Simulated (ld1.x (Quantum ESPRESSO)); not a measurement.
Reading a pseudo-wave (cobalt)

Columns: radius, all-electron u(r) and pseudo u(r) of the 3p shell (level -84.73 eV) of cobalt in the configuration [Ne] 3s2 3p6 3d7 4s0 4p0; PBE, scalar-relativistic, PAW scheme, ld1.x (Quantum ESPRESSO) 7.5.

| r (bohr) | all-electron | pseudo |
| --- | --- | --- |
| 0.085 | 0.5064 | -0.0274 |
| 0.170 | 0.5722 | -0.1061 |
| 0.255 | 0.1723 | -0.2266 |
| 0.340 | -0.3283 | -0.3746 |
| 0.425 | -0.7412 | -0.5328 |
| 0.510 | -1.0137 | -0.6835 |
| 0.595 | -1.1542 | -0.8107 |
| 0.680 | -1.1931 | -0.9024 |
| 0.765 | -1.1628 | -0.9518 |
| 0.850 | -1.0904 | -0.9579 |
| 0.935 | -0.9956 | -0.9250 |
| 1.020 | -0.8919 | -0.8615 |
| 1.105 | -0.7877 | -0.7784 |
| 1.190 | -0.6882 | -0.6868 |
| 1.275 | -0.5962 | -0.5963 |
| 1.360 | -0.5131 | -0.5131 |
| 1.445 | -0.4391 | -0.4391 |
| 1.530 | -0.3742 | -0.3742 |
| 1.615 | -0.3176 | -0.3176 |
| 1.700 | -0.2687 | -0.2687 |
| 1.785 | -0.2268 | -0.2268 |
| 1.870 | -0.1909 | -0.1909 |
| 1.955 | -0.1604 | -0.1604 |
| 2.040 | -0.1345 | -0.1345 |
| 2.125 | -0.1126 | -0.1126 |
| 2.210 | -0.0941 | -0.0941 |

Question: How many radial nodes do the two functions have?

Answer: The all-electron 3p function has n − l − 1 = 1; the pseudo-wave has 0, since the states of the same l below it are removed with the core.

Question: At about which radius was the pseudo-wave matched?

Answer: 1.40 bohr. The columns agree to 0.0005 from 1.27 bohr on; several derivatives are matched, so the curves merge somewhat inside the radius.

Question: Is the pseudo-wave norm-conserving?

Answer: No, it belongs to a PAW set: the norm inside the radius is not constrained, and the difference is carried by the augmentation charge.
